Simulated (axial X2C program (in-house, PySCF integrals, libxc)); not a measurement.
**Worked dissociation energy of BaB⁻: BP86, without spin–orbit coupling**

All values were computed with an axial X2C code built on PySCF integrals. Spin-free means the one-electron spin-free X2C Hamiltonian. Basis: Ba dyall-acv3z [15s15p10d6f1g], B dyall-av3z [8s7p3d2f] (cores contracted in-house); Gaussian nuclei, density fitting, unrestricted open shells. Masses: Ba 137.905 u, B 11.009 u.

Molecular state: M_S = 1, Λ = 0 (beyond evenly filled blocks: π+α, π-α).

| Property | Result |
| --- | --- |
| E(Ba) (2M_S = 0, M_L = 0) | -8135.715923 hartree |
| E(B-) (2M_S = 2, M_L = 0) | -24.685169 hartree |
| E(BaB⁻) at Re | -8160.475294 hartree |
| ωe | 338.5 cm⁻¹ |

(1) Work out De and D0.

One determinant describes the state; a PBE0 search over occupations chose it and may have missed a lower one. Dissociation energies refer to the lowest single-determinant-based atoms at the same level and basis. Other states lie close and PBE0, whose exact exchange favours high spin, may order them wrongly; the determinant shown need not be the ground state. The nearest other spin-free determinant of the search, M_S = 2, Λ = 0, lies 0.11 eV up at the distance of the search. The highest occupied level of some functionals is positive through self-interaction error; at Hartree–Fock it is bound. The determinant is spin-polarised beyond a pure state at some levels (its spin-free form has ⟨S²⟩ too high), which makes Re and μ there less reliable. Spin-free De lacks the spin–orbit lowering of the heavy p-block atom, a tenth of an eV or more for 4p and 5p, up to an eV for 6p and one to two eV for 7p atoms, less what an open-shell molecule gains itself.

Each atomic determinant is the lowest at this level and need not be a pure term. Totals compare only within one Hamiltonian and basis.

Results:

(1) De = -8135.715923 + (-24.685169) − (-8160.475294) = 0.07420 hartree = 2.019 eV. The zero-point energy is ωe/2 = 169 cm⁻¹ = 0.021 eV, so D0 = 1.998 eV.
